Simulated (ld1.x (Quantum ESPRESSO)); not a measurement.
**What one change does to a pseudopotential (Si, ultrasoft)**

```
Element                 : Si
Generator               : ld1.x (Quantum ESPRESSO) 7.5
Type                    : ultrasoft
Functional              : PBE
Relativity              : non-relativistic
Frozen core             : [Ne]
Valence charge          : 4
Reference configuration : 3s1.5 3p2.5
Partial waves           : 3s (bound): rcut 1.85, rcutus 2.15 bohr; 3s channel at 0.3 Ry: rcut 1.85, rcutus 2.15 bohr; 3p (bound): rcut 1.85, rcutus 2.15 bohr; 3p channel at 0.75 Ry: rcut 1.85, rcutus 2.15 bohr; 3d channel at -0.05 Ry: rcut 1.70, rcutus 1.95 bohr; 3d channel at 0.8 Ry: rcut 1.70, rcutus 1.95 bohr
Local potential         : all-electron potential smoothed inside 1.85 bohr (lloc = -1)
Core correction         : Bessel-smoothed model core inside 1.65 bohr
Augmentation charge     : built from norm-conserving waves at rcut, not smoothed further
```

Change: core correction Bessel-smoothed model core inside 2.18 bohr.

Cutoffs: the cutoffs (Ry, on a coarse ladder) from which the occupation-weighted sum of valence levels, in a spherical-Bessel basis at the reference potential, stays within 10 and 1 mRy of its value at 400 Ry; they do not see the model core or the augmentation charge, which bear on the density cutoff. Errors are all-electron minus pseudo energies relative to the spin-unpolarised reference configuration.

Problem. How do hardness, ghosts and transferability respond?

Solution. The potential gets neither clearly harder nor softer (8 Ry and 15 Ry → 8 Ry and 15 Ry); of the 7 tests that both files solve, the error grows in 1 and shrinks in 3 by more than 15 % and 0.3 meV (median size 0.4 → 0.3 meV); neither file shows a bound ghost. A wider model core is smoother and lowers the density cutoff, which this test does not measure.

| quantity | base | changed |
| --- | --- | --- |
| cutoff, loose | 8 Ry | 8 Ry |
| cutoff, tight | 15 Ry | 15 Ry |
| bound ghosts | none | none |
| error for 3s2 3p2, meV [ΔE -3.36 eV] | -0.3 | 0.0 |
| error for 3s2 3p1, meV [ΔE 4.39 eV] | 0.0 | -1.3 |
| error for 3s2 3p0, meV [ΔE 20.40 eV] | +8.7 | -4.9 |
| error for 3s1 3p2, meV [ΔE 11.76 eV] | +1.4 | -0.2 |
| error for 3s2 3p1.5, meV [ΔE -0.43 eV] | -0.4 | -0.3 |
| error for 3s2 3p2.3, meV [ΔE -4.29 eV] | -0.2 | -0.1 |
| error for 3s1 3p0, meV [ΔE 54.30 eV] | +81 | +24 |
| s: phases at 2.35 bohr within 0.05 rad from the reference energy up to (Ry; the scan ends near 5) | 3.7 | 3.7 |
| p: phases at 2.35 bohr within 0.05 rad from the reference energy up to (Ry; the scan ends near 5) | 4.7 | 4.7 |
| d: phases at 2.35 bohr within 0.05 rad from the reference energy up to (Ry; the scan ends near 5) | 4.8 | 4.8 |
| lowest overlap eigenvalue by channel | s 0.42, p 0.78, d 0.96 | s 0.42, p 0.78, d 0.96 |
